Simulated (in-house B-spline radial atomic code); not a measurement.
What moves the levels of the argon ion Ar⁺ ([Ne] 3s2 3p5)? Level of theory: Dirac-Hartree-Fock, average of configuration, Fermi nucleus of rms radius 3.4274 fm; calculated with a B-spline radial code for spherical atoms.

Baseline run (computed): total energy -528.1415 hartree, 1s1/2 at -119.6497 hartree, 3p3/2 at -28.361 eV with <r> = 1.56 bohr.

Scaling the speed of light c (a factor of 100 is close to the non-relativistic limit):

| c/c0 | ΔE (hartree) | 3p3/2 level (eV) | 3p3/2 <r> (bohr) |
| --- | --- | --- | --- |
| 0.9 | -0.44265 | -28.3405 | 1.56 |
| 0.98 | -0.077682 | -28.357 | 1.56 |
| 1.02 | 0.073108 | -28.3638 | 1.56 |
| 2 | 1.4036 | -28.4241 | 1.559 |
| 100 | 1.8674 | -28.4451 | 1.558 |

Changing the nucleus:

```json
{"nucleus": "Gaussian nucleus of rms radius 0.01 fm", "ΔE (eV)": "-0.0187"}
{"nucleus": "Fermi nucleus of rms radius 3.3589 fm", "ΔE (eV)": "-0.000734"}
{"nucleus": "Fermi nucleus of rms radius 3.4959 fm", "ΔE (eV)": "0.000748"}
```

A larger nucleus binds the electrons less, roughly as the density at the nucleus times the change of the nuclear <r²>. A radius of 0.01 fm is nearly a point.

Question: The nuclear charge is raised by 0.1. What does the Hellmann-Feynman theorem predict for the energy, and what is found?

Answer: dE/dZ ≈ -Σ<1/r>, which is -69.6583 at the start and -70.149 at the end; their mean times 0.1 is -6.9904 hartree, and the two runs differ by -6.9904 hartree.
